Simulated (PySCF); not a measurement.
C₅H₁₂OSi, singlet, at a GFN2-xTB geometry, atoms displaced at random by about 0.08 Å a coordinate.

PySCF was given this input:
```python
from pyscf import gto, scf, dft

mol = gto.Mole()
mol.atom = '''
    C    -1.047397   -2.023004    1.374177
    C    -0.958650   -0.669982    1.195794
    Si   -0.329013    0.278637   -0.287131
    C    -0.353063    2.181619   -0.208820
    O    -1.219013    0.060893   -1.716433
    C     1.580934   -0.396560   -0.717543
    C     2.421269    0.061058    0.454978
    H    -1.366446   -2.430364    2.185636
    H    -0.675513   -2.524244    0.624934
    H    -1.339710   -0.005522    2.088100
    H    -1.248907    2.492933    0.042308
    H     0.092541    2.639450   -0.776565
    H     0.333032    2.418289    0.738569
    H    -1.517363   -1.005695   -1.956081
    H     1.800501    0.054167   -1.671548
    H     1.524338   -1.304894   -0.823767
    H     2.506853    1.040672    0.689760
    H     2.053414   -0.579121    1.392509
    H     3.398992   -0.548106    0.087674
'''
mol.basis = 'sto-3g'
mol.charge = 0
mol.spin = 0
mol.verbose = 4
mol.build()

mf = dft.RKS(mol)
mf.xc = 'tpss'
mf.kernel()
g = mf.nuc_grad_method()
grad = g.kernel()
```

Q: What is the computed HOMO-LUMO gap (TPSS/STO-3G, gradient (PySCF))?

A: 3.75 eV

Q: What is the computed dipole moment (TPSS/STO-3G, gradient)?

A: 0.88 D

Q: Predict the Mulliken (on the basis functions themselves) charges in atom order from TPSS/STO-3G, gradient.

A: C1 -0.22, C2 -0.22, Si3 0.81, C4 -0.46, O5 -0.34, C6 -0.31, C7 -0.19, H8 0.10, H9 0.08, H10 0.04, H11 0.10, H12 0.12, H13 0.05, H14 0.11, H15 0.06, H16 0.09, H17 0.08, H18 0.05, H19 0.05

Q: What number of basis functions does TPSS/STO-3G, gradient give?

A: 51

Q: What HOMO energy does TPSS/STO-3G, gradient give?

A: -2.13 eV

Q: Estimate the total energy that TPSS/STO-3G, gradient returns for this input.

A: -555.6031 Eh
